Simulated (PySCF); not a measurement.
**Broadened absorption spectrum of C6H5F**

Compound: C₆H₅F.
Structure used (GFN2-xTB), in Å, numbered top down from 1:
```
atom  x, y, z in Å
F1    -2.7893    0.8866    0.1959
C2    -1.9769   -0.1668    0.0891
C3    -0.6488   -0.0497    0.0280
C4     0.2951   -1.1581   -0.0893
C5     1.5349   -0.6396   -0.1200
C6     1.4475    0.8103   -0.0256
C7     0.1550    1.1689    0.0621
H8    -2.5217   -1.1011    0.0581
H9     0.0051   -2.1900   -0.1384
H10    2.4601   -1.1803   -0.2018
H11    2.3004    1.4641   -0.0278
H12   -0.2601    2.1549    0.1436
```

Theory: TDDFT CAM-B3LYP/def2-SVPD, vertical, gas phase, core orbitals frozen in the response (PySCF).

Computed states:

```tsv
state	E (eV)	f
S1	3.67	0.014
S2	5.38	0.424
S3	6.57	0.0003
S4	6.95	0.0010
S5	7.13	0.014
S6	7.19	0.0019
S7	7.28	0.010
S8	7.29	0.025
```

Broadening: Gaussians 0.3 eV wide at half height, area fixed by f = 4.319×10⁻⁹ ∫ε dν̃. The width is an assumption, not a result. The curve ends short of the highest state used, and states not computed would add to its high-energy end.

Task: What does the envelope look like, and where are its maxima?

Result: 
```
E (eV)  ε (L mol⁻¹ cm⁻¹)
  3.22                 2
  3.31                20
  3.39               101
  3.47               337
  3.55               758
  3.63              1149
  3.71              1174
  3.79               809
  3.87               376
  3.95               118
  4.03                25
  4.11                 4
  4.19                 0
  4.27                 0
  4.35                 0
  4.43                 0
  4.52                 0
  4.60                 0
  4.68                 0
  4.76                 0
  4.84                 5
  4.92                54
  5.00               433
  5.08              2328
  5.16              8435
  5.24             20605
  5.32             33932
  5.40             37670
  5.48             28192
  5.56             14223
  5.64              4837
  5.73               897
  5.81               132
  5.89                13
  5.97                 1
  6.05                 0
  6.13                 0
  6.21                 0
  6.29                 2
  6.37                 7
  6.45                16
  6.53                24
  6.61                26
  6.69                29
```

Maxima: 338 nm (3.67 eV), ε about 1200, made up of S1 (100%); 230 nm (5.38 eV), ε about 38000, made up of S2 (100%); 188 nm (6.60 eV), ε about 26, made up of S3 (91%) (hardly more than a shoulder) (ε in L mol⁻¹ cm⁻¹; maxima over ε = 5, shares over 10%). At its high-energy end, 6.69 eV, the curve is still rising (ε about 29, from S3, S4 and S5).

Task: Coming from long wavelengths, where does ε first pass 100 L mol⁻¹ cm⁻¹?

Result: At about 366 nm (3.39 eV), 0.28 eV below S1.

Task: What would ε be at 5.38 eV, the highest of these maxima, with half the width (0.15 eV)?

Result: About 76200 L mol⁻¹ cm⁻¹ against 38100, a factor of about 2.00; a lone state at its own centre would give exactly 2.

Task: On this curve, what absorbance would a 10⁻⁴ mol/L sample give at 308 nm over a 1 cm path?

Result: 308 nm is 4.025 eV, where ε is about 27 L mol⁻¹ cm⁻¹, so A = ε c l ≈ 0.0027 (Beer–Lambert, with the gas-phase spectrum and the assumed width).
